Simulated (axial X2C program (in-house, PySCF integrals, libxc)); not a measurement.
**Ω levels of HDyH from open-shell CI on f9 s1**

Calculated with an axial X2C code built on PySCF integrals: two-component X2C with atomic mean-field Coulomb and Gaunt terms, basis H dyall-v3z, Dy dyall-v3z (cores contracted in-house). Orbitals come from Hartree–Fock averaged over the configuration Dy f9 s1; CI then distributes these electrons over the f, s shells of Dy.

H–Dy–H held linear, both bonds 2.085 Å (near the minimum of the configuration average).

Lowest levels of this model:

| Ω | energy (cm⁻¹) | g∥ | configuration |
| --- | --- | --- | --- |
| 8 | 0 | 21.92 | 100% f9 s1 |
| 7 | 688 | 18.61 | 100% f9 s1 |
| 6 | 1362 | 15.43 | 100% f9 s1 |
| 5 | 1976 | 12.53 | 100% f9 s1 |
| 4 | 2448 | 10.04 | 100% f9 s1 |
| 3 | 2709 | 7.79 | 100% f9 s1 |
| 2 | 2800 | 5.38 | 100% f9 s1 |
| 0 | 2816 | 0.00 | 100% f9 s1 |
| 1 | 2816 | 2.74 | 100% f9 s1 |
| 7 | 2979 | 18.99 | 100% f9 s1 |
| 6 | 3500 | 15.80 | 100% f9 s1 |
| 5 | 3894 | 12.86 | 100% f9 s1 |
| 4 | 4204 | 9.99 | 100% f9 s1 |
| 3 | 4515 | 7.25 | 100% f9 s1 |
| 2 | 4783 | 4.83 | 100% f9 s1 |
| 1 | 4937 | 2.46 | 100% f9 s1 |
| 0 | 4983 | 0.00 | 100% f9 s1 |
| 7 | 5337 | 18.20 | 100% f9 s1 |
| 6 | 5471 | 15.28 | 100% f9 s1 |
| 5 | 5779 | 12.04 | 100% f9 s1 |
| 4 | 6082 | 8.86 | 100% f9 s1 |
| 6 | 6183 | 16.33 | 100% f9 s1 |
| 5 | 6386 | 13.17 | 100% f9 s1 |
| 3 | 6423 | 5.87 | 100% f9 s1 |
| 4 | 6662 | 10.31 | 100% f9 s1 |
| 2 | 6835 | 3.32 | 100% f9 s1 |
| 3 | 6938 | 7.80 | 100% f9 s1 |
| 2 | 7137 | 5.41 | 100% f9 s1 |
| 1 | 7197 | 1.24 | 100% f9 s1 |
| 1 | 7257 | 3.12 | 100% f9 s1 |

g∥ is the magnitude of 2⟨Lz + ge Sz⟩ for the +Ω component.

Problem. From Ω and g∥ of the lowest level, whose 2⟨Lz + ge Sz⟩ is positive, find ⟨Sz⟩ and ⟨Lz⟩ (ge = 2.0023).

Solution. Ω = ⟨Lz⟩ + ⟨Sz⟩ = 8 and ⟨Lz⟩ + ge⟨Sz⟩ = 10.960, so ⟨Sz⟩ = 2.95 and ⟨Lz⟩ = 5.05.

Occupations of the active spinors in the lowest level by ω, shell by shell in order of energy: -7/2: 0.00; -5/2: 0.94 0.06; -3/2: 0.85 0.15; -1/2: 0.74 0.26 0.00; 1/2: 0.47 0.53 1.00; 3/2: 1.00 1.00; 5/2: 1.00 1.00; 7/2: 1.00. The leading determinant has weight 0.31 among 106.

This point took 1.2 s on 1 thread of Arm Neoverse V2, on a shared host.

Dynamic correlation is missing, so gaps between terms are too wide and other configurations may lie lower; the lowest level listed is that of this model, not necessarily the ground state. At most 4 roots were kept for each Ω > 0 (twice that for Ω = 0) within 2.2 eV of the lowest, so higher up levels can be missing between those listed; levels with Ω > 0 are doubly degenerate and listed once, Ω = 0 levels singly. The molecule was held linear; bending was not examined.
